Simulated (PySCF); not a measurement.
Excitations are Tamm–Dancoff values on a coarser integration grid. The basis has no diffuse functions, so Rydberg states are missing or too high.

Cartesian coordinates (Å):
```xyz
10

N     -0.2062     1.9649    -0.4867
In    -0.0012     0.0019    -0.0286
N     -1.5911    -1.2491    -0.1405
N      1.8370    -0.7469     0.3830
H     -1.1099     2.3780    -0.3055
H      0.5051     2.5818    -0.1206
H     -1.5156    -2.1084     0.3853
H     -2.4977    -0.8430     0.0423
H      2.6194    -0.2291     0.0081
H      1.9737    -1.7250     0.1696
```
Charge 0, spin multiplicity 1.

Task: Predict the total energy, S1–T1 gap (TDA), HOMO, brightest of the four lowest singlets (TDA) and HOMO–LUMO gap from PySCF with PBE0-D3(BJ)/def2-TZVP.

Result: 
```
Quantity                                           Result
-------------------------------------------  ------------
total energy                                 -357.9035 Ha
S1–T1 gap (TDA)                                   0.65 eV
HOMO                                             -6.76 eV
brightest of the four lowest singlets (TDA)       5.58 eV
HOMO–LUMO gap                                     6.13 eV
```
